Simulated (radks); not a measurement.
Si VII, configuration [He] 2s2 2p4. Method: Dirac Kohn-Sham, LDA (Slater exchange, VWN5 correlation), spin-unpolarised, spherical densities, finite nucleus; open shells are shared between the two j in proportion to 2j + 1; Fermi nuclear charge, rms radius 3.1224 fm; computed with a radial shooting solver on a logarithmic mesh with Libxc functionals.

X-ray form factor f0, the Fourier transform of the density (f0(0) = 8):

| sin(theta)/lambda (1/angstrom) | f0 (electrons) |
|---|---|
| 0.05 | 7.966 |
| 0.1 | 7.864 |
| 0.15 | 7.699 |
| 0.2 | 7.476 |
| 0.25 | 7.204 |
| 0.3 | 6.891 |
| 0.4 | 6.185 |
| 0.5 | 5.433 |
| 0.6 | 4.701 |
| 0.8 | 3.456 |
| 1 | 2.585 |
| 1.25 | 1.941 |
| 1.5 | 1.600 |
| 2 | 1.273 |
